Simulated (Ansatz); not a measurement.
Gas-phase electronic energies from Ansatz, PBE0-D4/def2-TZVP geometries. CCSD(T)/CBS is the MP2 limit (def2-TZVPP, def2-QZVPP) plus CCSD(T) − MP2 in def2-TZVPP, frozen cores. This one scheme is used for every species. Functionals use def2-TZVPP. B3LYP here is the variant with VWN-RPA as its local correlation; programs differ in this. One conformer a species, not always the lowest.

`OCCC[SiH3]` + H₂ → `CCCO` + SiH₄  (hydrogenolysis of a C–Si bond)

```csv
level,ΔE (kcal/mol),difference from CCSD(T)/CBS
PBE-D4,-6.5,0.5
r2SCAN-D4,-6.9,0.1
PBE0-D4,-7.3,-0.3
ωB97X-V,-7.8,-0.8
B2PLYP,-9.5,-2.5
PBE,-8.7,-1.7
r2SCAN,-7.5,-0.5
PBE0,-9.2,-2.2
B3LYP,-11.2,-4.2
HF/def2-TZVPP,-14.6,-7.6
MP2/def2-TZVPP,-6.3,0.7
SCS-MP2/def2-TZVPP,-8.1,-1.1
CCSD(T)/def2-TZVPP,-7.8,-0.8
MP2/def2-QZVPP,-5.8,1.2
HF/CBS(def2),-14.6,-7.6
CCSD/CBS(def2),-8.2,-1.2
CCSD(T)/CBS,-7.0,0
```

Largest T1 diagnostic among the species: 0.011.

In def2-TZVPP, CCSD(T) changes the Hartree–Fock value by +6.7 kcal/mol (the triples alone add +1.2 kcal/mol) and MP2 by +8.3 kcal/mol. The D4 term adds +3.4 kcal/mol with B3LYP and +1.9 kcal/mol with PBE0; it sums over pairs of atoms, weighted by their polarisabilities, and B3LYP, whose exchange is more repulsive, gets the larger term.
